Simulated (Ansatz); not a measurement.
Mulliken charges of CH$_{4}$BNO (`B1NCO1`) from B3LYP/def2-TZVPP in Ansatz (PBE0-D4/def2-TZVP geometry).

```tsv
atom	x (Å)	y (Å)	z (Å)	charge (e)
B1	-0.538	0.682	-0.718	0.193
N2	-0.006	0.570	0.580	-0.331
C3	0.400	-0.764	0.196	0.142
O4	-0.156	-0.604	-1.114	-0.377
H5	-1.114	1.513	-1.342	0.017
H6	0.118	1.049	1.449	0.152
H7	-0.093	-1.576	0.741	0.101
H8	1.481	-0.928	0.153	0.101
```

Question: By hand: the dipole of these point charges (1 e Å = 4.8032 D).

Answer: Σ q r = (0.153, -0.006, 0.405) e Å, of length 0.433 e Å = 2.08 D.

Question: How does the dipole of the full density compare? (An estimate is asked.)

Answer: Ansatz gave: (0.158, 0.071, 0.506) e Å, 2.57 D; the point charges give 0.81 times that, at 9° from its direction.

Point charges leave out the atoms' own dipoles, such as those of lone pairs, and Mulliken's split depends on the basis, so the two needn't agree.

B3LYP here is the variant with VWN-RPA as its local correlation; programs differ in this.
